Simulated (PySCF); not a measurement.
# ORD: `[SiH3]C=C=C[SiH3]`, C3H8Si2

Geometry:
```tsv
atom	x (Å)	y (Å)	z (Å)
Si1	2.542	0.105	0.435
C2	1.202	-0.190	-0.856
C3	-0.009	-0.548	-0.557
C4	-1.218	-0.834	-0.189
Si5	-2.533	0.469	0.151
H6	3.803	0.296	-0.288
H7	2.236	1.303	1.222
H8	2.651	-1.048	1.333
H9	1.470	-0.055	-1.895
H10	-1.514	-1.871	-0.094
H11	-3.511	0.470	-0.944
H12	-1.908	1.786	0.264
H13	-3.215	0.118	1.401
```

Computed, not measured: PySCF, TDDFT CAM-B3LYP/def2-SVPD circular dichroism and optical rotation, one conformer, gas phase. Geometry: GFN2-xTB.

No stereocentre is labelled: unless the shape is locked (an allene, a helicene, a hindered biaryl), the mirror image is equally populated and a measured rotation or CD is zero.

**Question.** Give the optical rotatory dispersion at 633, 589.3, 546, 436, 405, 365, 355 nm.

**Answer.** [α] in deg dm⁻¹ (g/mL)⁻¹:
| λ (nm) | origin-invariant length gauge | modified velocity gauge | length gauge (centre of mass) | isotropic polarisability (au) |
| --- | --- | --- | --- | --- |
| 633 | +463.8 | +478.5 | +459.5 | 99.8 |
| 589.3 | +547.4 | +564.6 | +542.2 | 100.4 |
| 546 | +655.8 | +676.5 | +649.5 | 101.1 |
| 436 | +1156.0 | +1191.9 | +1144.3 | 104.4 |
| 405 | +1413.0 | +1456.6 | +1398.3 | 105.9 |
| 365 | +1908.3 | +1966.8 | +1887.7 | 108.7 |
| 355 | +2076.6 | +2140.0 | +2053.7 | 109.5 |

**Question.** And for the mirror image at 589.3 nm?

**Answer.** -547.4 deg dm⁻¹ (g/mL)⁻¹ (origin-invariant length gauge): the same size and the opposite sign.

**Question.** What is the molar rotation [Φ] = [α]·M/100 of the geometry above at 589.3 nm?

**Answer.** With M = 100.27 g/mol, +548.8 deg cm² dmol⁻¹ (origin-invariant length gauge).

The first excitation lies at 5.59 eV (222 nm) with R = -2.9 × 10⁻⁴⁰ esu² cm² (velocity form).
